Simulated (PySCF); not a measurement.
**Dipole response of F (fluorine, neutral)**

[He] 2s2 2p5, 2P determinant. All numbers are calculated (PySCF 2.14, scalar relativity by spin-free X2C-1e, in aug-cc-pCVTZ-DK with one added diffuse shell each of s, p, d, f type (8s7p5d3f, 75 functions)). Coupled (time-dependent) response in atomic units; α is the mean over directions.

| method | mean α (bohr³) | α xx, yy, zz | C₆ (like pair) | S(−4) |
| --- | --- | --- | --- | --- |
| UHF | 3.301 | 3.111, 3.396, 3.396 | 8.577 | 4.413 |
| PBE | 4.241 | 3.805, 4.460, 4.460 | 11.45 | 9.569 |
| PBE0 | 3.877 | 3.540, 4.045, 4.045 | 10.33 | 7.225 |
| B3LYP | 3.967 | 3.615, 4.143, 4.143 | 10.59 | 7.785 |
| HSE06 | 3.870 | 3.537, 4.037, 4.037 | 10.31 | 7.177 |

S(−4) is the Cauchy moment in α(ω) = α(0) + S(−4) ω² + …

Reference α: 3.74 ± 0.08 bohr³ (recommended; Schwerdtfeger and Nagle, table of static dipole polarizabilities (2023 update)). Published C₆: 9.520 (Chu and Dalgarno (2004); Tang, Norbeck and Certain (1976)).

α(iu) at UHF:

| u (hartree) | α(iu) (bohr³) |
| --- | --- |
| 0 | 3.301 |
| 0.0500 | 3.290 |
| 0.100 | 3.258 |
| 0.200 | 3.138 |
| 0.300 | 2.966 |
| 0.500 | 2.560 |
| 0.750 | 2.079 |
| 1.00 | 1.690 |
| 1.50 | 1.152 |
| 2.00 | 0.8250 |
| 3.00 | 0.4768 |
| 5.00 | 0.2156 |

A single London oscillator, α(iu) = α/(1 + u²/ω²), gives C₆ = (3/4) ω α². Matching the computed C₆ needs ω = 4 × 8.577 / (3 × 3.301²) = 1.05 hartree.

The components differ because the open shell of this determinant is not spherical; for a pure term their mean is the scalar polarisability.
